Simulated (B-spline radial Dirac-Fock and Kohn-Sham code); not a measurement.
**Conversion-electron coefficients: Gd, 772 keV**

Z = 64 (gadolinium), transition energy 772 keV. Calculated with a radial finite-basis atomic code, using a Dirac-Hartree-Slater potential of the neutral atom with a Latter tail (no hole, which puts coefficients of high multipoles low close above an edge), finite nucleus with surface currents. Subshells that would emit electrons below 1 keV are left out.

The run's input, task.json:

```json
{"items": [{
  "Z": 64,
  "q": 0,
  "cfg": [[1, 0, 2], [2, 0, 2], [2, 1, 6], [3, 0, 2], [3, 1, 6], [3, 2, 10], [4, 0, 2], [4, 1, 6], [4, 2, 10], [4, 3, 7], [5, 0, 2], [5, 1, 6], [5, 2, 1], [6, 0, 2]],
  "A": 158,
  "rrms": 5.1569,
  "do": "conversion",
  "gamma": [772.0],
  "edges": {"K": 50239.0, "L1": 8376.0, "L2": 7930.0, "L3": 7243.0, "M1": 1881.0, "M2": 1688.0, "M3": 1544.0, "M4": 1221.9, "M5": 1189.6, "N1": 378.6, "N2": 286.0, "N3": 271.0, "N4": 142.6, "N5": 142.6}
}]}
```

Command: `python xray2_run.py task.json out`

```
subshell  electron energy (keV)        E1        E3        E4        M4        M5
       K                 721.76   0.00161   0.00909    0.0195    0.0904     0.189
      L1                 763.62  0.000194   0.00118   0.00273    0.0143    0.0323
      L2                 764.07  9.47e-06  0.000484   0.00199   0.00232   0.00668
      L3                 764.76  1.02e-05  0.000154  0.000511   0.00164   0.00679
      M1                 770.12  4.12e-05  0.000255  0.000596   0.00318   0.00725
      M2                 770.31  2.24e-06  0.000116  0.000481  0.000562   0.00163
      M3                 770.46  2.46e-06  3.75e-05  0.000126  0.000411   0.00172
      M4                 770.78  1.09e-08  2.13e-07  1.72e-06  4.73e-06  2.45e-05
      M5                 770.81  1.89e-08  1.52e-07  7.54e-07  1.07e-06  8.75e-06
   total                          0.00188    0.0114    0.0263     0.114     0.248
```

Q: For a pure E4 transition, what fraction of decays emits a photon?

A: 1/(1 + α) = 0.974 with the total α = 0.0263; the total includes the outer subshells that are not listed.
